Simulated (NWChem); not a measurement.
Everything below was run with NWChem. System: Ga (+1), charge 1, spin multiplicity 1. Level: RHF/def2-TZVP.

Part of the output:

```
             Northwest Computational Chemistry Package (NWChem) 7.3.0
             --------------------------------------------------------

                                NWChem Input Module
                                -------------------

 Scaling coordinates for geometry "geometry" by  1.889725989
 (inverse scale =  0.529177249)

                             Geometry "geometry" -> ""
                             -------------------------

 Output coordinates in angstroms (scale by  1.889725989 to convert to a.u.)

  No.       Tag          Charge          X              Y              Z
 ---- ---------------- ---------- -------------- -------------- --------------
    1 Ga                  31.0000     0.00000000     0.00000000     0.00000000

 Effective nuclear repulsion energy (a.u.)       0.0000000000

            Nuclear Dipole moment (a.u.)
            ----------------------------
        X                 Y               Z
 ---------------- ---------------- ----------------
     0.0000000000     0.0000000000     0.0000000000

      Symmetry information
      --------------------

 Group name             D2h
 Group number             26
 Group order               8
 No. of unique centers     1

      Symmetry unique atoms

     1


 Summary of "ao basis" -> "" (spherical)
 ------------------------------------------------------------------------------
       Tag                 Description            Shells   Functions and Types
 ---------------- ------------------------------  ------  ---------------------
 *                         def2-tzvp                  on all atoms

 Summary of "ao basis" -> "ao basis" (spherical)
 ------------------------------------------------------------------------------
       Tag                 Description            Shells   Functions and Types
 ---------------- ------------------------------  ------  ---------------------
 Ga                        def2-tzvp                16       48   6s5p4d1f

                                 NWChem SCF Module
                                 -----------------

  ao basis        = "ao basis"
  functions       =    48
  atoms           =     1
  closed shells   =    15
  open shells     =     0
  charge          =   1.00
  wavefunction    = RHF
  use symmetry    = T
  symmetry adapt  = T

 Summary of "ao basis" -> "ao basis" (spherical)
 ------------------------------------------------------------------------------
       Tag                 Description            Shells   Functions and Types
 ---------------- ------------------------------  ------  ---------------------
 Ga                        def2-tzvp                16       48   6s5p4d1f

      Symmetry analysis of basis
      --------------------------

        ag         14
        au          1
        b1g         4
        b1u         7
        b2g         4
        b2u         7
        b3g         4
        b3u         7

 Forming initial guess at       0.0s

      Superposition of Atomic Density Guess
      -------------------------------------

 Sum of atomic energies:       -1923.22468428

 Renormalizing density from      31.00 to     30

      Non-variational initial energy
      ------------------------------

 Total energy =   -1884.858139
 1-e energy   =   -2598.305238
 2-e energy   =     713.447099
 HOMO         =      -0.905456
 LUMO         =      -0.369365

      Symmetry analysis of molecular orbitals - initial
      -------------------------------------------------

 !! scf_movecs_sym_adapt:   42 vectors were symmetry contaminated

  Symmetry fudging

 !! scf_movecs_sym_adapt:   42 vectors were symmetry contaminated

  Numbering of irreducible representations:

     1 ag          2 au          3 b1g         4 b1u         5 b2g
     6 b2u         7 b3g         8 b3u

  Orbital symmetries:

     1 ag          2 ag          3 b1u         4 b3u         5 b2u
     6 ag          7 b2u         8 b1u         9 b3u        10 ag
    11 b2g        12 ag         13 b1g        14 b3g        15 ag
    16 b1u        17 b2u        18 b3u        19 ag         20 b3g
    21 b1g        22 ag         23 ag         24 b2g        25 b2u

 Starting SCF solution at       0.4s

 ----------------------------------------------
         Quadratically convergent ROHF

 Convergence threshold     :          1.000E-07
 Maximum no. of iterations :          100
 Final Fock-matrix accuracy:          1.000E-09
 ----------------------------------------------

              iter       energy          gnorm     gmax       time
             ----- ------------------- --------- --------- --------
                 1    -1922.3990193750  6.04D+00  1.88D+00      0.4
                 2    -1923.0106622973  3.42D-01  1.60D-01      0.4
                 3    -1923.0187410695  1.88D-01  6.60D-02      0.4
                 4    -1923.0194218240  3.38D-03  1.70D-03      0.4
                 5    -1923.0194229830  4.63D-06  2.13D-06      0.4
                 6    -1923.0194229830  8.55D-10  3.36D-10      0.4

       Final RHF  results
       ------------------

         Total SCF energy =  -1923.019422983048
      One-electron energy =  -2675.657300114256
      Two-electron energy =    752.637877131208
 Nuclear repulsion energy =      0.000000000000

        Time for solution =      0.0s

       Symmetry analysis of molecular orbitals - final
       -----------------------------------------------

  Numbering of irreducible representations:

     1 ag          2 au          3 b1g         4 b1u         5 b2g
     6 b2u         7 b3g         8 b3u

  Orbital symmetries:

     1 ag          2 ag          3 b2u         4 b1u         5 b3u
     6 ag          7 b1u         8 b3u         9 b2u        10 ag
    11 b3g        12 b2g        13 b1g        14 ag         15 ag
    16 b3u        17 b2u        18 b1u        19 ag         20 b1g
    21 b3g        22 b2g        23 ag         24 ag         25 b3u

             Final eigenvalues
             -----------------

              1
    1 -379.1218
    2  -48.4713
    3  -42.7966
    4  -42.7966
    5  -42.7966
    6   -6.6973
    7   -4.7838
    8   -4.7838
    9   -4.7838
   10   -1.4943
   11   -1.4943
   12   -1.4943
   13   -1.4943
   14   -1.4943
   15   -0.6880
   16   -0.1943
   17   -0.1943
   18   -0.1943
   19    0.0746
   20    0.0748
   21    0.0748
   22    0.0748
   23    0.0748
   24    0.0748
   25    0.1552

                       ROHF Final Molecular Orbital Analysis
                       -------------------------------------

 Vector   13  Occ=2.000000D+00  E=-1.494258D+00  Symmetry=b1g
              MO Center= -3.1D-29, -1.6D-29,  1.9D-32, r^2= 2.2D-01
   Bfn.  Coefficient  Atom+Function         Bfn.  Coefficient  Atom+Function
  ----- ------------  ---------------      ----- ------------  ---------------
    22      0.906063  1 Ga d -2              27      0.208899  1 Ga d -2

 Vector   14  Occ=2.000000D+00  E=-1.494258D+00  Symmetry=ag
              MO Center=  2.3D-29,  4.7D-29, -8.2D-30, r^2= 2.2D-01
   Bfn.  Coefficient  Atom+Function         Bfn.  Coefficient  Atom+Function
  ----- ------------  ---------------      ----- ------------  ---------------
    24      0.905830  1 Ga d  0              29      0.208845  1 Ga d  0

 Vector   15  Occ=2.000000D+00  E=-6.879606D-01  Symmetry=ag
              MO Center= -1.8D-17,  5.7D-15,  3.8D-16, r^2= 1.8D+00
   Bfn.  Coefficient  Atom+Function         Bfn.  Coefficient  Atom+Function
  ----- ------------  ---------------      ----- ------------  ---------------
     5      0.776266  1 Ga s                  6      0.404714  1 Ga s
     4     -0.329959  1 Ga s                  3     -0.221654  1 Ga s

 Vector   16  Occ=0.000000D+00  E=-1.942941D-01  Symmetry=b3u
              MO Center=  1.8D-18,  3.3D-28,  3.7D-28, r^2= 3.8D+00
   Bfn.  Coefficient  Atom+Function         Bfn.  Coefficient  Atom+Function
  ----- ------------  ---------------      ----- ------------  ---------------
    19      0.699357  1 Ga px                16      0.421052  1 Ga px
    10     -0.161705  1 Ga px

 Vector   17  Occ=0.000000D+00  E=-1.942941D-01  Symmetry=b2u
              MO Center=  4.0D-29, -5.8D-15, -1.0D-29, r^2= 3.8D+00
   Bfn.  Coefficient  Atom+Function         Bfn.  Coefficient  Atom+Function
  ----- ------------  ---------------      ----- ------------  ---------------
    20      0.699357  1 Ga py                17      0.421052  1 Ga py
    11     -0.161705  1 Ga py

 Vector   18  Occ=0.000000D+00  E=-1.942941D-01  Symmetry=b1u
              MO Center=  9.8D-29, -2.3D-29, -4.1D-15, r^2= 3.8D+00
   Bfn.  Coefficient  Atom+Function         Bfn.  Coefficient  Atom+Function
  ----- ------------  ---------------      ----- ------------  ---------------
    21      0.699357  1 Ga pz                18      0.421052  1 Ga pz
    12     -0.161705  1 Ga pz

 center of mass
 --------------
 x =   0.00000000 y =   0.00000000 z =   0.00000000

 moments of inertia (a.u.)
 ------------------
           0.000000000000           0.000000000000           0.000000000000
           0.000000000000           0.000000000000           0.000000000000
           0.000000000000           0.000000000000           0.000000000000

  Mulliken analysis of the total density
  --------------------------------------

    Atom       Charge   Shell Charges
 -----------   ------   -------------------------------------------------------
    1 Ga  31    30.00   2.00  2.00  1.19  0.77  1.32  0.73  5.98  4.41  1.57  0.03 -0.00  8.90  1.13 -0.04  0.02  0.00

       Multipole analysis of the density wrt the origin
       ------------------------------------------------

     L   x y z        total         open         nuclear
     -   - - -        -----         ----         -------
     0   0 0 0      1.000000      0.000000     31.000000

     1   1 0 0      0.000000      0.000000      0.000000
     1   0 1 0     -0.000000      0.000000      0.000000
     1   0 0 1     -0.000000      0.000000      0.000000

     2   2 0 0     -8.456829      0.000000      0.000000
     2   1 1 0      0.000000      0.000000      0.000000
     2   1 0 1      0.000000      0.000000      0.000000
     2   0 2 0     -8.456829      0.000000      0.000000
     2   0 1 1     -0.000000      0.000000      0.000000
     2   0 0 2     -8.456829      0.000000      0.000000

 Task  times  cpu:        0.4s     wall:        0.4s

 Total times  cpu:        0.4s     wall:        0.4s
```

Write an NWChem input that would produce this output.

One answer among several that fit: 
```
start mol
memory heap 200 mb stack 900 mb global 1100 mb
charge 1
geometry units angstroms nocenter noautoz
  Ga     0.000000     0.000000     0.000000
  symmetry group D2h
end
basis spherical
  * library def2-tzvp
end
scf
  rhf
  nopen 0
  maxiter 100
  thresh 1e-7
  semidirect memsize 60000000 filesize 0
end
task scf energy
```
